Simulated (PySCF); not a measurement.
## Electronic structure of Bi²⁺ (bismuth, charge +2) at the UHF level

Configuration: [Xe] 4f14 5d10 6s2 6p1, 2P determinant. Calculation: PySCF 2.14, in cc-pVTZ-PP with ECP60MDF (5s4p3d1f, 39 functions); a scalar-relativistic core potential.

```
Total energy                                                  : -212.728667 hartree
One-electron energy                                           : -358.3858 hartree
Hartree (Coulomb) energy                                      : 161.3115 hartree
Exchange energy                                               : -15.6543 hartree
⟨S²⟩                                                          : 0.7560
⟨L²⟩                                                          : 2.017
Sum of ⟨r⟩                                                    : 26.84 bohr
Sum of ⟨r²⟩                                                   : 43.22 bohr²
Traceless quadrupole moment −½Σ⟨3z² − r²⟩ along its main axis : -3.32 e·bohr²
Time after the integrals                                      : 0.16 s of wall time on 1 thread of Neoverse-V1 (shared host)
```

```
shell  electrons  mean orbital energy (eV)  spread (eV)  rms radius, mean of both spins (bohr)
 5s α          1                   -199.61            0                                  0.899
 5s β          1                   -199.45            0                                  0.899
 5p α          3                   -133.64        0.231                                   1.02
 5p β          3                   -133.51        0.671                                   1.02
 5d α          5                   -53.396        0.471                                   1.31
 5d β          5                   -53.216        0.798                                   1.31
 6s α          1                   -35.211            0                                   2.25
 6s β          1                   -33.051            0                                   2.25
 6p α          1                   -23.284            0                                   2.84
```

Energies and moments cover only the electrons outside the core potential. Spin-orbit coupling, absent here, splits the open shell strongly.
